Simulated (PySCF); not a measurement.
Electron correlation in Al (aluminium, neutral)

[Ne] 3s2 3p1, 2P determinant. Computed with PySCF 2.14 in def2-TZVP (5s5p2d1f, 37 functions), with the non-relativistic Hamiltonian (point nucleus). Frozen: [Ne]; 3 electrons correlated.

MP2 pair energies summed by pair of shells (mhartree):

```csv
pair,energy,share (%)
3s-3s,-20.06,57.3
3s-3p,-14.93,42.7
```

Total MP2 correlation energy: -34.99 mhartree.

Same-spin part -2.45 and opposite-spin part -32.53 mhartree; SCS-MP2 scales them by 1/3 and 6/5 to -39.86 mhartree.

```csv
level,correlation energy (mhartree)
CCSD,-50.38
(T),-1.10
CCSD(T),-51.48
```

Diagnostics: T1 = 0.018, D1 = 0.0404, largest double amplitude 0.103.

Cost of the coupled-cluster step: 0.6 s of wall time on 1 thread of Neoverse-N1 (shared host), for 3 correlated electrons.
